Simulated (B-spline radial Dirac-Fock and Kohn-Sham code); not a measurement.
## Total conversion coefficients at 100 keV, Ne to Cu

These are calculated numbers from a radial finite-basis atomic code; the model is a Dirac-Hartree-Slater potential of the neutral atom with a Latter tail (no hole, which puts coefficients of high multipoles low close above an edge), finite nucleus with surface currents. Subshells within 1 keV of threshold and pair formation are left out.

```tsv
Z	element	E1	E4	M1	M3	M5
10	Ne	0.00359	6.15	0.00125	0.144	16.8
12	Mg	0.00592	9.58	0.00229	0.260	30.1
13	Al	0.00735	11.6	0.00300	0.339	39.1
14	Si	0.00896	13.7	0.00386	0.434	49.7
15	P	0.0108	16.0	0.00488	0.547	62.3
16	S	0.0127	18.4	0.00610	0.680	77.0
17	Cl	0.0149	20.9	0.00754	0.836	94.1
18	Ar	0.0173	23.5	0.00921	1.02	114
19	K	0.0198	26.2	0.0112	1.23	137
20	Ca	0.0226	29.1	0.0134	1.47	163
21	Sc	0.0255	31.9	0.0160	1.75	192
22	Ti	0.0286	34.9	0.0190	2.06	226
23	V	0.0319	37.9	0.0224	2.42	263
24	Cr	0.0353	40.9	0.0262	2.82	305
25	Mn	0.0390	44.1	0.0306	3.27	352
26	Fe	0.0429	47.3	0.0355	3.78	404
27	Co	0.0469	50.6	0.0410	4.34	461
28	Ni	0.0510	53.9	0.0472	4.97	525
29	Cu	0.0554	57.3	0.0540	5.67	594
```
